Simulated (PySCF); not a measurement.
Predicted microwave data (PBE0-D3(BJ)/def2-SVP geometry optimisation, gas phase (PySCF 2.14.0)) for one isomer of C8H13P:

```
Rotational constants : A = 2478, B = 982.3, C = 777.9 MHz
Dipole components    : |μa| = 0.92 D, |μb| = 0.16 D, |μc| = 1.19 D
Inertial defect      : -68.73 u·Å²
κ                    : -0.76
```

Question: Which candidate fits, each taken in the one conformer that was computed?
A. `[CH3:1][CH2:2][C:3]([CH3:4])=[C:5]=[P:6][CH:7]1[CH2:8][CH2:9]1` with C1–C2–C3–C4 -74°, C5–P6–C7–C8 -151°
B. `[CH:1]#[C:2][P:3]1[CH2:4][CH2:5][CH2:6][CH2:7][CH2:8][CH2:9]1` with C2–P3–C4–C5 -173°, P3–C4–C5–C6 -39°, C4–C5–C6–C7 -48°, C5–C6–C7–C8 94°
C. `[CH2:1]=[CH:2][C:3]1=[C:4]([CH3:5])[CH2:6][P:7]([CH3:8])[CH2:9]1` with C1–C2–C3–C4 177°, C3–C4–C6–P7 -14°, C4–C6–P7–C8 -80°, C6–P7–C9–C3 -18°, C2–C3–C9–P7 -168°
D. `[CH:1]#[C:2][PH:3][CH:4]1[CH2:5][CH2:6][CH2:7][CH2:8][CH2:9]1` with C2–P3–C4–C5 54°, P3–C4–C5–C6 180°, C4–C5–C6–C7 55°, C5–C6–C7–C8 -55°, C6–C7–C8–C9 55°

Answer: B. It is C#CP1CCCCCC1, an asymmetric top, point group C1. The candidates at the same level (rigid rotor, commonest isotopes):

```
           SMILES  A (MHz)  B (MHz)  C (MHz)  μa (D)  μb (D)  μc (D)  Δ (u·Å²)  point group                        rotor
     C#CPC1CCCCC1     2329    832.8    811.4    1.29    0.68    0.23   -201.01           C1  near-prolate asymmetric top
C=CC1=C(C)CP(C)C1     1869     1108    813.7    0.62    1.02    0.80   -105.40           C1               asymmetric top
     C#CP1CCCCCC1     2478    982.3    777.9    0.92    0.16    1.19    -68.73           C1               asymmetric top
  CCC(C)=C=PC1CC1     3171    559.5    528.9    0.77    0.49    1.43   -107.12           C1  near-prolate asymmetric top
```

`C#CPC1CCCCC1` has B 15 % too low; `C=CC1=C(C)CP(C)C1` has A 25 % too low; `CCC(C)=C=PC1CC1` has B 43 % too low. No structure here is proved a minimum.
